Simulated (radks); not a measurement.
Ionisation of the cadmium ion Cd14+, [Ar] 3d10 4s2 4p4, to [Ar] 3d10 4s2 4p3 as the strength of local exchange is varied. All-electron calculation, scalar-relativistic Kohn-Sham, Slater X-alpha exchange (alpha = 2/3 is LDA exchange), no correlation, spin-polarised, spherical densities, point nucleus; open shells are filled with parallel spins first (spin-orbit coupling, left out, can overturn this in heavy ions). Program: a radial shooting solver on a logarithmic mesh with Libxc functionals.

alpha  E(Cd14+) (hartree)  exchange (hartree)  IE (eV)  -e of the level emptied (eV)  <r> of it (bohr)
0.667         -5516.30156          -134.04917   356.59                   344.15 (4p)            0.8339
0.67          -5516.90587          -134.66399   356.71                   344.28 (4p)            0.8338
0.73          -5529.00323          -146.98283   359.19                   346.84 (4p)            0.8307
0.832         -5549.61789          -168.02275   363.41                   351.23 (4p)            0.8255
0.837         -5550.63000          -169.05729   363.62                   351.44 (4p)            0.8253
0.954         -5574.35590          -193.35005   368.50                   356.51 (4p)            0.8194
x             -5497.39375          -114.83873   352.73                   340.15 (4p)            0.8388

Which alpha was used in the last row?

Answer. alpha = 0.573. NIST Atomic Spectra Database: 358 +/- 3 eV (theoretical). The Delta-SCF value meets it near alpha = 0.70. Open shells are spherical and high-spin; term and fine-structure splittings are not resolved.
